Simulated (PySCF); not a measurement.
Ge(F)(OH)2(NH2) (FGeH4NO2), SMILES [OH][Ge]([F])([NH2])[OH].

The structure is a stationary point at PBE-D3(BJ)/def2-SVP. This is a generated structure with no PubChem entry under its InChIKey; it may be hypothetical. One conformer was computed; it need not be the lowest.

Level of theory: PBE-D3(BJ)/def2-SVP run with PySCF 2.14.0.

Frequencies are harmonic and unscaled.

Computed normal modes with their intensities:
```tsv
mode	ν (cm⁻¹)	IR (km/mol)	moving atoms (share of kinetic energy)
1	115	3.0	H 67 %, O 19 %, N 8 %
2	128	54.9	H 74 %, F 10 %, N 9 %
3	170	27.4	O 36 %, H 31 %, N 17 %, F 14 %
4	222	6.6	H 32 %, N 20 %, Ge 19 %, O 17 %, F 11 %
5	245	24.4	F 28 %, O 26 %, Ge 23 %, N 12 %, H 11 %
6	248	25.4	O 31 %, F 29 %, Ge 19 %, H 15 %
7	283	50.7	H 46 %, O 38 %
8	290	135.8	H 59 %, O 33 %
9	544	155.0	H 63 %, N 34 %
10	659	19.9	O 42 %, F 33 %, N 14 %, H 9 %
11	701	74.8	F 44 %, Ge 22 %, O 16 %, N 14 %
12	723	123.7	O 74 %, Ge 22 %
13	733	74.1	N 32 %, O 30 %, Ge 23 %, H 14 %
14	877	4.9	H 88 %
15	897	77.7	H 89 %
16	913	105.6	H 88 %, O 9 %
17	1490	24.3	H 91 %, N 9 %
18	3450	19.9	H 96 %
19	3550	27.7	H 91 %, N 9 %
20	3715	63.2	H 94 %
21	3727	63.4	H 94 %
```
